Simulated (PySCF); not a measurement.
Si(Cl)2(I)(Me) (CH3Cl2ISi), SMILES C[Si](Cl)(Cl)I. The structure is a stationary point at B3LYP-D3(BJ)/def2-SVP. The def2 effective core potentials stand for the cores of I; spin–orbit coupling is left out.

**Question.** Give the equilibrium geometry at B3LYP-D3(BJ)/def2-SVP (PySCF confirms it by a frequency run) as Cartesian coordinates in Å, and its point group. (Estimate from the structure and the level; the computed values follow.)

**Answer.** point group Cs.
```xyz
8

C     -1.2703     2.1098     0.0000
Si    -0.8862     0.2914     0.0000
Cl    -1.7025    -0.6043     1.6753
Cl    -1.7025    -0.6043    -1.6753
I      1.5464    -0.0683     0.0000
H     -0.8434     2.5845     0.8962
H     -0.8434     2.5845    -0.8962
H     -2.3619     2.2556     0.0000
```
